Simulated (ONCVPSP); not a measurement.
Fe (Z = 26): ONCV pseudisation with PBE, scalar-relativistic reference atom.

ONCVPSP 4.0.1 was run on this input:

```
# ATOM AND REFERENCE CONFIGURATION
# atsym  z   nc   nv     iexc    psfile
  Fe 26.00    3    5        4      upf
#
#   n    l    f
    1    0    2.00
    2    0    2.00
    2    1    6.00
    3    0    2.00
    3    1    6.00
    3    2    6.00
    4    0    1.50
    4    1    0.50
#
# PSEUDOPOTENTIAL AND OPTIMIZATION
# lmax
    2
#
#   l,   rc,      ep,       ncon, nbas, qcut
    0    1.55    0.00    4    7    9.60
    1    1.70    0.00    3    7    7.80
    2    1.25    0.00    5    9   10.40
#
# LOCAL POTENTIAL
# lloc, lpopt,  rc(5),   dvloc0
    4    4    1.20    6.00
#
# VANDERBILT-KLEINMAN-BYLANDER PROJECTORs
# l, nproj, debl
    0    2    1.30
    1    2    2.30
    2    2    1.40
#
# MODEL CORE CHARGE
# icmod, fcfact, rcfact
    2    0.65    1.05
#
# LOG DERIVATIVE ANALYSIS
# epsh1, epsh2, depsh
   -5.00    5.00    0.04
#
# OUTPUT GRID
# rlmax, drl
    6.00    0.01
#
# TEST CONFIGURATIONS
# ncnf
    4
# nvcnf
#   n    l    f
    5
    3    0    2.00
    3    1    6.00
    3    2    6.00
    4    0    2.00
    4    1    0.00
#
    5
    3    0    2.00
    3    1    6.00
    3    2    6.00
    4    0    1.00
    4    1    0.00
#
    5
    3    0    2.00
    3    1    6.00
    3    2    6.00
    4    0    0.00
    4    1    0.00
#
    5
    3    0    1.00
    3    1    6.00
    3    2    6.00
    4    0    2.00
    4    1    0.00
#
```

Command:

```bash
oncvpsp.x < Fe.dat > Fe.out
```

Resulting log (shortened: citation, most of the input echo, consistency checks and plot data are left out):

```
ONCVPSP  (Optimized Norm-Conservinng Vanderbilt PSeudopotential)
scalar-relativistic version 4.0.1

#   n    l    f        energy (Ha)
    1    0    2.00    -2.5723936E+02
    2    0    2.00    -3.0156228E+01
    2    1    6.00    -2.5699651E+01
    3    0    2.00    -3.4885408E+00
    3    1    6.00    -2.2400834E+00
    3    2    6.00    -3.0825599E-01
    4    0    1.50    -2.1544933E-01
    4    1    0.50    -6.4466562E-02

Reference configufation results
  iterations    34
  all-electron total energy (Ha)   -1.27237561D+03

Begin loop to  construct optimized pseudo wave functions
and semi-local pseudopoentials for all angular momenta

Calculating optimized projector #   1

 for l=   0

    Fraction of norm inside rc  0.977991
    Optimizing pswf for qcut=   9.59 a_B^-1,  ecut=  46.01 Ha
    Residual kinetic energy error=  4.68D-08 Ha

    Energy error per electron        Cutoff
         Ha          eV             Ha
         0.01000     0.27211        9.31
         0.00100     0.02721       22.43
         0.00010     0.00272       29.75
         0.00001     0.00027       35.17

Calculating optimized projector #   2

 for l=   0

    Fraction of norm inside rc  0.071662
    Optimizing pswf for qcut=   9.59 a_B^-1,  ecut=  46.01 Ha
    Residual kinetic energy error=  4.92D-08 Ha

    Energy error per electron        Cutoff
         Ha          eV             Ha
         0.01000     0.27211        6.96
         0.00100     0.02721       19.57
         0.00010     0.00272       29.22
         0.00001     0.00027       35.72

Calculating optimized projector #   1

 for l=   1

    Fraction of norm inside rc  0.975205
    Optimizing pswf for qcut=   7.81 a_B^-1,  ecut=  30.49 Ha
    Residual kinetic energy error=  4.00D-06 Ha

    Energy error per electron        Cutoff
         Ha          eV             Ha
         0.01000     0.27211       18.99
         0.00100     0.02721       23.12
         0.00010     0.00272       26.32
         0.00001     0.00027       29.92

Calculating optimized projector #   2

 for l=   1

    Fraction of norm inside rc  0.031172
    Optimizing pswf for qcut=   7.81 a_B^-1,  ecut=  30.49 Ha
    Residual kinetic energy error=  1.04D-06 Ha

    Energy error per electron        Cutoff
         Ha          eV             Ha
         0.01000     0.27211       12.86
         0.00100     0.02721       18.89
         0.00010     0.00272       23.65
         0.00001     0.00027       27.28

   Wellstate for l =  2  n =  4
     eigenvalue =   1.0917
     asymptotic potential =   1.5917
     half-point radius =  2.7769

Calculating optimized projector #   1

 for l=   2

    Fraction of norm inside rc  0.673198
    Optimizing pswf for qcut=  10.39 a_B^-1,  ecut=  54.02 Ha
    Residual kinetic energy error=  1.42D-03 Ha

    Energy error per electron        Cutoff
         Ha          eV             Ha
         0.01000     0.27211       45.89
         0.00100     0.02721       58.62
         0.00010     0.00272      173.67
         0.00001     0.00027      198.88

Calculating optimized projector #   2

 for l=   2

    Fraction of norm inside rc  0.130735
    Optimizing pswf for qcut=  10.39 a_B^-1,  ecut=  54.02 Ha
    Residual kinetic energy error=  1.11D-03 Ha

    Energy error per electron        Cutoff
         Ha          eV             Ha
         0.01000     0.27211       44.76
         0.00100     0.02721       54.48
         0.00010     0.00272       91.67
         0.00001     0.00027      188.97

Construct Vanderbilt / Kleinmman-Bylander projectors

B matrix Hermiticity error, ll=   0
   1   2    3.0417E-04

  Orthonormal projector coefficients -4.1772E+00  1.7167E+00

B matrix Hermiticity error, ll=   1
   1   2    1.1645E-04

  Orthonormal projector coefficients -6.9318E+00 -1.4967E+00

B matrix Hermiticity error, ll=   2
   1   2    1.6786E-04

  Orthonormal projector coefficients -1.8194E+01 -6.0941E+00

Model core correction analysis
  based on d2Exc/dn_idn_j

d2excae - all-electron derivatives

   -4.309236D-02   -3.982976D-02   -2.846103D-02   -2.096328D-03
   -8.080560D-04
   -3.983001D-02   -3.805290D-02   -2.811894D-02   -2.515112D-03
   -8.970753D-04
   -2.846151D-02   -2.811921D-02   -2.577996D-02   -7.451061D-03
   -3.105277D-03
   -2.096064D-03   -2.514618D-03   -7.449345D-03   -3.211866D-02
   -2.462318D-02
   -8.080340D-04   -8.969716D-04   -3.103558D-03   -2.461982D-02
   -2.979150D-02

d2excps - pseudofunction derivatives with no core correction

   -5.469552D-02   -3.906988D-02   -3.008836D-02   -3.089469D-03
   -9.269866D-04
   -3.907144D-02   -3.800947D-02   -3.063340D-02   -2.427968D-03
   -8.931099D-04
   -3.008891D-02   -3.063362D-02   -2.760918D-02   -7.459203D-03
   -3.177807D-03
   -3.090148D-03   -2.427462D-03   -7.457489D-03   -3.215438D-02
   -2.461905D-02
   -9.270287D-04   -8.930036D-04   -3.176090D-03   -2.461568D-02
   -2.979101D-02

rms 2nd derivative error    2.522742E-03

amplitude prefactor, scale prefactor
   13.9731    1.1418

d2excps - pseudofunction derivatives with core correction

   -3.955977D-02   -3.645085D-02   -2.932245D-02   -2.049943D-03
   -8.187339D-04
   -3.645080D-02   -3.741394D-02   -3.052032D-02   -2.238004D-03
   -8.626400D-04
   -2.932263D-02   -3.052054D-02   -2.768014D-02   -7.395585D-03
   -3.166872D-03
   -2.049669D-03   -2.237492D-03   -7.393868D-03   -3.208351D-02
   -2.461152D-02
   -8.187059D-04   -8.625330D-04   -3.165156D-03   -2.460816D-02
   -2.978969D-02

rms 2nd derivative error    1.449505E-03

Pseudoatom total energy -122.007869

Diagnostic tests using Vanderbilt-Kleinman-Bylander pseudopotentials
  1 or more projectors used as specified by nproj input data

   l    rcore       rmatch      e in        delta e   norm test  slope test

   0   1.5544696   1.6016667  -3.4885408   0.0000080   1.0002096   1.0001873
   0   1.5544696   1.6016667  -0.2154493   0.0000025   1.0000238   1.0000170

   1   1.7004033   1.7520313  -2.2400834  -0.0000072   1.0001583   1.0001477
   1   1.7004033   1.7520313  -0.0644666   0.0000011   1.0000178   1.0000244

   2   1.2532997   1.2913526  -0.3082560  -0.0000023   1.0001075   1.0001160
   2   1.2532997   1.2913526   1.0917440   0.0000002   1.0002467   1.0002467

 Testing for bound ghosts
   n   l    E NL Schr. Eq   E Basis Diag.   E Cutoff

   1   0       -3.488533       -3.488527     78.98
   2   0       -0.215447       -0.152861     78.98

   2   1       -2.240091       -2.240054     77.72
   3   1       -0.064465        0.037620     77.72

   3   2       -0.308258       -0.299976    282.05

 Testing for highly-localized positive-energy ghosts
       l    <radius>/rc     E Basis Diag.   E Cutoff

Test configuration 0

   n   l     f        eae           eps        diff
   1   0  2.0000 -257.23936276
   2   0  2.0000  -30.15622770
   2   1  6.0000  -25.69965094
   3   0  2.0000   -3.48854078   -3.48853283    7.95D-06
   3   1  6.0000   -2.24008336   -2.24009051   -7.15D-06
   3   2  6.0000   -0.30825599   -0.30825827   -2.28D-06
   4   0  1.5000   -0.21544933   -0.21544681    2.53D-06
   4   1  0.5000   -0.06446656   -0.06446541    1.15D-06

    Total energies and differences
      AE_ref= -1.27237561D+03  AE_tst= -1.27237561D+03  dif=  0.00D+00
      PS_ref= -1.22007869D+02  PS_tst= -1.22007869D+02  dif=  3.72D-12
      PSP excitation error= -3.72D-12

Test configuration 1

   n   l     f        eae           eps        diff
   1   0  2.0000 -257.20572988
   2   0  2.0000  -30.12438750
   2   1  6.0000  -25.66770032
   3   0  2.0000   -3.45509099   -3.45491212    1.79D-04
   3   1  6.0000   -2.20653441   -2.20641800    1.16D-04
   3   2  6.0000   -0.27580115   -0.27576765    3.35D-05
   4   0  2.0000   -0.19448241   -0.19448203    3.84D-07

    Total energies and differences
      AE_ref= -1.27237561D+03  AE_tst= -1.27244976D+03  dif= -7.41D-02
      PS_ref= -1.22007869D+02  PS_tst= -1.22082016D+02  dif= -7.41D-02
      PSP excitation error=  5.51D-06

Test configuration 2

   n   l     f        eae           eps        diff
   1   0  2.0000 -257.52143923
   2   0  2.0000  -30.43309633
   2   1  6.0000  -25.97699549
   3   0  2.0000   -3.76841372   -3.76838484    2.89D-05
   3   1  6.0000   -2.52035344   -2.52055200   -1.99D-04
   3   2  6.0000   -0.58637748   -0.58647514   -9.77D-05
   4   0  1.0000   -0.45307640   -0.45306030    1.61D-05

    Total energies and differences
      AE_ref= -1.27237561D+03  AE_tst= -1.27212896D+03  dif=  2.47D-01
      PS_ref= -1.22007869D+02  PS_tst= -1.21761195D+02  dif=  2.47D-01
      PSP excitation error= -1.69D-05

Test configuration 3

   n   l     f        eae           eps        diff
   1   0  2.0000 -257.89188151
   2   0  2.0000  -30.79313517
   2   1  6.0000  -26.33789794
   3   0  2.0000   -4.13325749   -4.13381401   -5.57D-04
   3   1  6.0000   -2.88533696   -2.88606742   -7.30D-04
   3   2  6.0000   -0.94508788   -0.94550043   -4.13D-04

    Total energies and differences
      AE_ref= -1.27237561D+03  AE_tst= -1.27153351D+03  dif=  8.42D-01
      PS_ref= -1.22007869D+02  PS_tst= -1.21165695D+02  dif=  8.42D-01
      PSP excitation error= -6.67D-05

Test configuration 4

   n   l     f        eae           eps        diff
   1   0  2.0000 -257.96707349
   2   0  2.0000  -30.79906804
   2   1  6.0000  -26.34977137
   3   0  1.0000   -4.05702291   -4.08075303   -2.37D-02
   3   1  6.0000   -2.79999802   -2.80089749   -8.99D-04
   3   2  6.0000   -0.82973449   -0.83288981   -3.16D-03
   4   0  2.0000   -0.52070609   -0.52129450   -5.88D-04

    Total energies and differences
      AE_ref= -1.27237561D+03  AE_tst= -1.26870581D+03  dif=  3.67D+00
      PS_ref= -1.22007869D+02  PS_tst= -1.18326278D+02  dif=  3.68D+00
      PSP excitation error= -1.18D-02
```

The run took about 5.2 s on one core of a shared server CPU.
